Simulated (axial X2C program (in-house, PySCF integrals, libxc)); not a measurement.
VSi⁻: properties at the nuclei

Calculated with an axial X2C code built on PySCF integrals: two-component X2C with atomic mean-field Coulomb and Gaunt terms, Gaussian nuclei, basis V dyall-acv3z, Si dyall-av3z with contracted cores.

R = 2.354 Å (near the PBE0 minimum at charge -1 of the determinant lowest at the starting distance; the state shown can have its own minimum elsewhere).

Input and command:
```json
{"zs": [23, 14], "q": -1, "bas": ["dyall-acv3z", "dyall-av3z"], "r0": 2.5, "levels": ["PBE0", "HF", "PBE50", "TPSSh", "r2SCAN"], "nst": 3}
```
```bash
python soeom.py task.json out
```

Keys: zs atomic numbers; q charge; bas basis sets; r0 starting distance in Å; levels methods; nst determinants followed.

Determinant lowest in the PBE0 search, Ω = 1 (⟨Sz⟩ = -1.00, ⟨Lz⟩ = 2.00 at PBE0), spin on the atoms V -1.95, Si 0.95:

| level | Eeff magnitude (GV/cm) | Ws magnitude V (kHz) | A∥/gI V (MHz) | qzz V (a.u.) | A∥/gI Si (MHz) | qzz Si (a.u.) |
| --- | --- | --- | --- | --- | --- | --- |
| PBE0 | 0.452 | 0.168 | 267 | -1.08 | -91.6 | -0.38 |
| PBE50 | 0.544 | 0.205 | 293 | -1.15 | -97.9 | -0.44 |
| TPSSh | 0.436 | 0.162 | 275 | -1.09 | -54.6 | -0.35 |
| r2SCAN | 0.534 | 0.201 | 164 | -1.15 | -53 | -0.47 |

Determinant 0.43 eV from it at PBE0 and this distance, Ω = 1 (⟨Sz⟩ = 2.00, ⟨Lz⟩ = -1.00 at PBE0), spin on the atoms V 2.11, Si -0.11:

```tsv
level	Eeff magnitude (GV/cm)	Ws magnitude V (kHz)	A∥/gI V (MHz)	qzz V (a.u.)	A∥/gI Si (MHz)	qzz Si (a.u.)
PBE0	0.426	0.15	33.3	0.85	-177	-0.39
HF	0.929	0.334	-53.9	0.72	-284	-0.12
PBE50	0.664	0.24	28.3	0.88	-206	-0.11
TPSSh	0.419	0.149	22	0.74	-172	-0.48
r2SCAN	0.454	0.164	138	0.75	-160	-0.55
```

Eeff is the effective electric field on the electron electric dipole moment in this Ω state and Ws the scalar–pseudoscalar constant of the nucleus named (defined with the proton number Z and per Ω); A∥ (defined per Ω) follows by multiplying with gI = μI/(I μN); qzz is the electric field gradient, eQq0 = 234.96 MHz × Q/barn × qzz. The operators were transformed with the bare-nucleus X2C matrices; with these basis sets, hyperfine constants and field gradients can be off by tens of per cent, and where levels differ in sign neither size nor sign is settled.

(1) With gI(51V) = 1.4711, Q(51V) = -0.052 barn, gI(29Si) = -1.1106 (g factors from the IAEA table of nuclear moments by Stone; Q from Pyykkö, Mol. Phys. 2018), turn the PBE0 values of the first state into constants in MHz.

Each state is one determinant with collinear spin, which with several unpaired electrons need not be a pure state. Unrestricted Hartree–Fock can overshoot spin polarisation at the nuclei. For an anion, determinants above electron detachment, or with a positive highest level, are held by the basis set. With several open shells hyperfine constants can be off by a factor of several. Where Eeff spreads by more than a factor of two the levels disagree and none is to be relied on. In the state Ω = 1 the atomic spins oppose each other (-1.95, 0.95): a broken-symmetry determinant whose values are not spin-projected. Open-shell Ω = 0 determinants with evenly filled partner blocks cannot be reached by this program, so the Ω shown need not be the lowest component. Left out as unconverged or as another state under the same occupation: HF in at least one table. States lie within half an eV, so the first need not be the ground state. Further determinants of the search, some of them spin-mixed, are not shown. PBE0 term energies can be off by some tenths of an eV.

## Answers

(1) A∥(51V) = 267 × 1.4711 = 393 MHz; eQq0(51V) = 234.96 × (-0.052) × (-1.08) = 13.2 MHz; A∥(29Si) = -91.6 × -1.1106 = 102 MHz.
